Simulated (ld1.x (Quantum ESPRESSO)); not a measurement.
# Transferability test, TM potential for Ca (Z = 20)

Ca, norm-conserving Troullier–Martins (Kleinman–Bylander form), made with ld1.x (Quantum ESPRESSO) 7.5 (LDA (PZ), scalar-relativistic). Core [Ar], reference 3d0 4s1.5 4p0.5. Waves: 4s (bound): rc 3.20 bohr; 3d (bound, empty): rc 2.85 bohr; 4p (bound): rc 3.95 bohr. Local part: the p channel. Core correction: a·sin(br)/r model core inside 2.86 bohr.

Energies are relative to the spin-unpolarised reference configuration 3d0 4s1.5 4p0.5; without spin polarisation the order of configurations can differ from experiment. Spin-polarised rows fill each open shell by Hund’s rule, majority spin first.

```
           valence configuration  charge  ΔE all-electron (eV)  error AE − PS (meV)
                     3d0 4s2 4p0       0                -1.229                 +0.5
                     3d0 4s1 4p0      +1                 5.234                  +10
                   3d0 4s1.5 4p0    +0.5                 1.338                 +1.0
                     3d0 4s1 4p1       0                 1.262                 +0.2
                     3d1 4s1 4p0       0                 1.013                 +147
                     3d1 4s0 4p0      +1                 6.571                 +264
3d0 4s1.5 4p0.5 (spin-polarised)       0                -0.106                 +4.1
    3d0 4s1 4p0 (spin-polarised)      +1                 5.026                  +21
```

**Question.** What are ΔE and the potential's error for 3d0 4s0 4p1?

**Answer.** ΔE = 8.356 eV all-electron; the error (AE − PS) is +6.3 meV.

Levels in the configuration 3d1 4s0 4p0:

| level | all-electron (eV) | pseudo (eV) |
| --- | --- | --- |
| 3d | -5.862 | -6.069 |
